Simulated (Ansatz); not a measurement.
GaH2BrCl2, closed shell: harmonic vibrations.

The input file, in.yaml:

```yaml
crystal:
  periodic: [false, false, false]
  atoms:
    - {symbol: Ga, position_ang: [-0.503275, -0.657654, 0.193041]}
    - {symbol: H, position_ang: [0.925063, 1.366944, -0.820535]}
    - {symbol: Cl, position_ang: [0.475124, -1.921597, -1.196037]}
    - {symbol: Cl, position_ang: [-2.242431, 0.388407, -0.411481]}
    - {symbol: H, position_ang: [1.159088, 1.400371, -0.108405]}
    - {symbol: Br, position_ang: [0.186431, -0.576571, 2.343316]}
basis:
  gaussian: {orbitals: def2-TZVP}
hamiltonian: {xc: pbe0, dispersion: d4}
phonons: {temperatures: {t_min: 298.15, t_max: 900, t_step: 200}}
```

Launched with

```bash
ansatz run in.yaml --threads 8 --pin off --events-out ev --progress --plain --max-ram 19148MiB
```

The run's output (Ansatz 0.2.0):

```
Functional definition: PBE0
  name "PBE0"
  cite "Adamo & Barone, J. Chem. Phys. 110, 6158 (1999) doi:10.1063/1.478522"
  cite "Perdew, Burke & Ernzerhof, Phys. Rev. Lett. 77, 3865 (1996) doi:10.1103/PhysRevLett.77.3865"
  parent pbe
  parameter a = 0.25
  parameter kappa = 0.804
  parameter beta = 0.06672455060314922
  exchange = (1 - a)*pbe_x(kappa = kappa, mu = beta*pi^2/3) + a*exact_x
  correlation = pbe_c(beta = beta)
1450 factors; their error is unknown
mean field evaluation 1: about -147481.7099 eV, gradient 2.9e1 eV
mean field evaluation 2: about -147480.7575 eV, gradient 4.3e1 eV
mean field evaluation 4: about -147483.0639 eV, gradient 9.3e-1 eV
mean field evaluation 8: about -147483.7566 eV, gradient 4.5e-1 eV
mean field evaluation 16: about -147483.7568 eV, gradient 5.0e-5 eV
mean field -147483.75675629 eV, -5419.9280927129 hartree, gradient 5.0e-5 eV, S^2 0.000000; 0 other end points of the search recorded, 0 dependent functions left out
the calculation of the forces begins
reference -147483.75678595 eV, -5419.9280938030 hartree; 51, 51 occupied and 131, 131 virtual orbitals, 1450 factors
these checks for a lower state are left out or cut short: stability, starts, cluster_reference, orbital_swaps, neighbouring_geometries, increment
1450 factors; their error is unknown
WARN: phonons: modes at or below zero, which the zero-point energy, F, S and C_V leave out: 1, the lowest at -59.26 cm⁻¹. A minimum has none, and a first-order saddle one
Total energy: -147483.93238141 eV, -5419.9345468171 hartree
Atom 0 at    -0.503275    -0.657654     0.193041 Å, force     0.001046    -0.000008     0.003640 eV/Å
Atom 1 at     0.925063     1.366944    -0.820535 Å, force    -0.001450    -0.000639    -0.003140 eV/Å
Atom 2 at     0.475124    -1.921597    -1.196037 Å, force    -0.000735     0.000675    -0.000410 eV/Å
Atom 3 at    -2.242431     0.388407    -0.411481 Å, force     0.000582    -0.000445    -0.000791 eV/Å
Atom 4 at     1.159088     1.400371    -0.108405 Å, force     0.001280     0.000380     0.003316 eV/Å
Atom 5 at     0.186431    -0.576571     2.343316 Å, force    -0.000723     0.000038    -0.002615 eV/Å
Dipole moment:     0.101439     0.111536     0.022966 e Å
Vibrations: -59.26 99.77 106.50 117.17 144.53 151.99 181.38 295.93 425.88 464.35 467.90 4348.52 cm⁻¹, zero-point energy 0.421789 eV

[the SCF lines of later steps are left out]
```

Time: 45 s of wall clock on 8 CPU threads of an Intel Xeon Platinum 8488C; the host was shared. Peak host memory: 0.7 GiB.
